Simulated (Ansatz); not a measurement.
Species: SiBr$_{2}$, charge 0, multiplicity 1. SMILES: Br[Si]Br
Geometry: optimised at B3LYP-D3(BJ)/def2-TZVP (Ansatz, an electronic-structure program).

Parts of the frozen-core correlation energy in STO-3G (Ansatz, hartree). Frozen orbitals: 33; correlated occupied orbitals by spin: 9 and 9; virtual: 3 and 3. No spin-orbit coupling. Non-relativistic.

| term | value |
|---|---|
| reference (HF) | -5374.99487 |
| MP2 opposite-spin | -0.03508 |
| MP2 same-spin | -0.00624 |
| CCSD correlation | -0.05435 |
| (T) | -0.00269 |
| FCI minus CCSD(T) | -0.00062 |
| T1 diagnostic | 0.015 |
| largest doubles amplitude | 0.067 |
